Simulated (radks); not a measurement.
The numbers below are computed, except where a source is named.
Initial-state core-level shifts of neutral indium when its valence configuration changes from [Kr] 4d10 5s2 5p1. Level of theory: scalar-relativistic Kohn-Sham, r2SCAN, spin-polarised, spherical densities, finite nucleus; open shells are filled with parallel spins first (spin-orbit coupling, left out, can overturn this in heavy ions); meta-GGA in the generalised Kohn-Sham scheme; Fermi nuclear charge, rms radius 4.6156 fm (a radial shooting solver on a logarithmic mesh with Libxc functionals). Shifts are changes of the shell-averaged eigenvalues in eV (positive: less bound); the change of the density at the nucleus, which sets a Mossbauer isomer shift, is in e/bohr^3, on a base of 1.794e+05.

4d10 5s1 5p2: 2s -1.149; 3s -1.172; 3d -1.170; 4p -1.213; density at nucleus -29.12
4d9.5 5s1 5p2.5: 2s -4.758; 3s -4.707; 3d -4.721; 4p -4.237; density at nucleus -23.32
4d9 5s2 5p2: 2s -7.542; 3s -7.379; 3d -7.414; 4p -6.313; density at nucleus +16.76
4d9 5s1 5p3: 2s -8.427; 3s -8.287; 3d -8.321; 4p -7.239; density at nucleus -17.23
4d10 5p3: 2s -2.724; 3s -2.763; 3d -2.759; 4p -2.829; density at nucleus -58.90
4d9.5 5s2 5p1.5: 2s -3.760; 3s -3.686; 3d -3.703; 4p -3.189; density at nucleus +8.28
4d9.5 5p3.5: 2s -6.639; 3s -6.601; 3d -6.613; 4p -6.138; density at nucleus -55.80
4d8 5s2 5p3: 2s -15.235; 3s -14.844; 3d -14.924; 4p -12.430; density at nucleus +34.27
4d10 5s1.5 5p1.5: 2s -0.647; 3s -0.657; 3d -0.656; 4p -0.673; density at nucleus -14.08
